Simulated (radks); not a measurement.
Task: Ionisation of neutral molybdenum, [Kr] 4d5 5s1, to [Kr] 4d5 as the strength of local exchange is varied. Method: scalar-relativistic Kohn-Sham, Slater X-alpha exchange (alpha = 2/3 is LDA exchange), no correlation, spin-unpolarised, spherical densities, finite nucleus; Fermi nuclear charge, rms radius 4.4091 fm; computed with a radial shooting solver on a logarithmic mesh with Libxc functionals.

alpha  E(Mo) (hartree)  exchange (hartree)  IE (eV)  -e of the level emptied (eV)  <r> of it (bohr)
0.64       -4035.86697          -110.51647    6.173                    3.370 (5s)             3.665
0.667      -4040.53953          -115.31233    6.294                    3.477 (5s)             3.641
0.669      -4040.88586          -115.66800    6.303                    3.485 (5s)             3.639
0.672      -4041.40541          -116.20163    6.317                    3.497 (5s)             3.636
0.722      -4050.07444          -125.11490    6.544                    3.702 (5s)             3.591
0.728      -4051.11597          -126.18697    6.572                    3.727 (5s)             3.585
0.899      -4080.91174          -156.96325    7.389                    4.481 (5s)             3.434
?          -4033.44629          -108.03397    6.111                    3.316 (5s)             3.678

Which alpha was used in the last row?

Result: alpha = 0.626. NIST Atomic Spectra Database: 7.092 eV (measured). The Delta-SCF value meets it near alpha = 0.84. Spin polarisation and multiplet splitting are left out, so open shells lie too high by an amount that depends on their filling.

Beside tabulated values, note that spin-unpolarised runs miss the spin-polarisation part of the exchange energy of open shells.
